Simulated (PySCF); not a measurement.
Species: C2H11O2PSi3.
SMILES: `COC(=O)[SiH2]P([SiH3])[SiH3]`

Computed with PySCF at CAM-B3LYP/def2-SVPD, non-relativistic, on one gas-phase PBE0-D3(BJ)/def2-SVP geometry that isn't relaxed in the solvent. The solvent is an IEF-PCM continuum (van der Waals radii × 1.2), and excitations are vertical TDDFT with non-equilibrium linear response and a frozen core. The model holds no explicit solvent molecules, cavitation or dispersion.

Gas-phase singlets (H = HOMO, L = LUMO):

```
state  E (eV)  λ (nm)      f  leading configuration
   S1   5.185     239  0.002              H-1→L 72%
   S2   5.878     211  0.005                H→L 88%
   S3   6.016     206  0.024              H→L+1 82%
   S4   6.319     196  0.043              H→L+2 83%
   S5   6.634     187  0.016              H→L+5 68%
```

Task: What are the lowest 5 singlets in cyclohexane (ε = 2.017)?

Result: 
```tsv
state	E (eV)	λ (nm)	f	leading configuration	change by rank (eV)
S1	5.204	238	0.002	H-1→L 72%	+0.019
S2	5.900	210	0.008	H→L 88%	+0.022
S3	6.021	206	0.040	H→L+1 84%	+0.005
S4	6.301	197	0.071	H→L+2 87%	-0.018
S5	6.648	187	0.025	H→L+5 66%	+0.014
```

Task: How do the frontier levels move from gas to cyclohexane?

Result: 
```json
{"orbital": "LUMO+2", "gas (eV)": "0.89", "solvent (eV)": "0.92", "change (eV)": "+0.03"}
{"orbital": "LUMO+1", "gas (eV)": "0.66", "solvent (eV)": "0.71", "change (eV)": "+0.05"}
{"orbital": "LUMO", "gas (eV)": "0.23", "solvent (eV)": "0.27", "change (eV)": "+0.04"}
{"orbital": "HOMO", "gas (eV)": "-8.52", "solvent (eV)": "-8.52", "change (eV)": "0.00"}
{"orbital": "HOMO-1", "gas (eV)": "-9.37", "solvent (eV)": "-9.35", "change (eV)": "+0.02"}
{"orbital": "HOMO-2", "gas (eV)": "-9.80", "solvent (eV)": "-9.78", "change (eV)": "+0.02"}
{"orbital": "HOMO-3", "gas (eV)": "-9.98", "solvent (eV)": "-9.96", "change (eV)": "+0.02"}
```

The HOMO–LUMO gap goes from 8.75 to 8.79 eV.

Time: 61 s wall; peak memory 1.5 GiB. Hardware: one thread of an Arm Neoverse V2, shared host. This is the whole response run at CAM-B3LYP/def2-SVPD in cyclohexane, SCF included.

Conformer computed: `[CH3:1][O:2][C:3](=[O:4])[SiH2:5][P:6]([SiH3:7])[SiH3:8]`: C1–O2–C3–O4 0°, O2–C3–Si5–P6 -152°, C3–Si5–P6–Si7 -152°.
